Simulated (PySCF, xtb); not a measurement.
C4H8BN, SMILES NB1CC=CC1.

GFN2-xTB (xtb 6.7.1) at its own geometry gives an orbital gap of 5.20 eV and a dipole moment of 2.45 D.

Geometry: PBE0-D3(BJ)/def2-SVP. This is a generated structure with no PubChem entry under its InChIKey; it may be hypothetical. One conformer was computed; it need not be the lowest.

Q: What does CAM-B3LYP/def2-TZVP (PySCF) give? (An estimate is asked for; the answer gives what the named calculation found.)

A: gap 9.47 eV (levels -7.91 and 1.56 eV), dipole 1.93 D.
